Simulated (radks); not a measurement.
Results of a calculation; reference values are marked as such.
The bromine anion Br-, [Kr], held by a Watson sphere: a shell of charge +1 at radius R that stands for the Madelung well of a crystal (potential energy -1/R inside, -1/r outside, in hartree with lengths in bohr). Level of theory: scalar-relativistic Kohn-Sham, PBE, spin-unpolarised, spherical densities, point nucleus (a radial shooting solver on a logarithmic mesh with Libxc functionals). Response by self-consistent Sternheimer equations with the Hartree and adiabatic LDA kernel, the relativistic mass of each level held fixed and spin-orbit coupling left out. The sphere does not respond.

R (bohr)  e(3d) (eV)  e(4s) (eV)  e(4p) (eV)  <r> 4p (bohr)  sum of <r^2> (bohr^2)  X-ray form factor at sin(theta)/lambda = 0.2 1/angstrom  alpha (bohr^3)
2.15         -65.631     -20.451      -8.440          2.115                  45.68                                                   27.912           23.93
2.41         -65.371     -19.998      -8.119          2.148                  46.82                                                   27.854           25.93
2.56         -65.231     -19.748      -7.923          2.165                  47.44                                                   27.827           27.16
2.96         -64.851     -19.127      -7.384          2.205                  48.92                                                   27.777           30.63
3.34         -64.471     -18.592      -6.882          2.235                  50.09                                                   27.751           34.04
3.39         -64.421     -18.525      -6.817          2.239                  50.23                                                   27.749           34.49
4.09         -63.719     -17.679      -5.979          2.276                  51.81                                                   27.731           40.56
4.87         -63.011     -16.905      -5.197          2.301                  52.97                                                   27.727           46.53
